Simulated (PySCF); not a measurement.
BeMe(SeMe), C2H6BeSe.
Structure used (PBE0-D3(BJ)/def2-SVP), in Å, numbered top down from 1:
```
atom  x, y, z in Å
Be1    0.2516   -0.8410    0.3450
C2     0.3264   -0.8294    2.0192
H3    -0.6682   -0.7365    2.4890
H4     0.9473   -0.0040    2.4093
H5     0.7716   -1.7647    2.4045
Se6    0.1756   -0.8723   -1.6906
C7    -0.3759    1.0040   -1.9397
H8    -1.3958    1.1615   -1.5690
H9    -0.3542    1.1901   -3.0207
H10    0.3215    1.6922   -1.4470
```

The closed-shell ground state was solved at several levels (PySCF, density fitting, gas phase). Relativistic effects, spin–orbit coupling among them, are left out although an element past zinc is present.

| level | basis functions | total energy (Eh) | HOMO (eV) | LUMO (eV) | gap (eV) | dipole (D) |
| --- | --- | --- | --- | --- | --- | --- |
| PBE0/pcSseg-1 | 117 | -2495.4741 | -6.62 | -0.76 | 5.86 | 1.46 |
| CAM-B3LYP/def2-SVPD | 141 | -2495.8548 | -7.87 | 0.03 | 7.90 | 1.40 |
| wB97X-D/pcSseg-1 | 117 | -2495.9299 | -8.41 | 1.04 | 9.45 | 1.47 |

**Question.** What might B3LYP/pcJ-1 (pcSseg-1 on Se) (166 basis functions) give for the same quantities?

**Answer.** Total energy -2495.9617 Eh, HOMO -6.25 eV, LUMO -0.52 eV, gap 5.73 eV, dipole 1.36 D.

**Question.** Over all these levels, which gives the widest orbital gap and which the narrowest?

**Answer.** wB97X-D/pcSseg-1 (range-separated hybrid) has the widest, 9.45 eV, and B3LYP/pcJ-1 (pcSseg-1 on Se) (global hybrid, 20 % exact exchange) the narrowest, 5.73 eV. Functional and basis both differ between the two, so the spread mixes both effects.

**Question.** How far do the dipole and the HOMO energy spread over the levels?

**Answer.** The dipole runs from 1.36 to 1.47 D (mean 1.42 D) and the HOMO from -8.41 to -6.25 eV.

wB97X-D is run here without its empirical dispersion term; that term would change no orbital, density or response property at a fixed geometry.
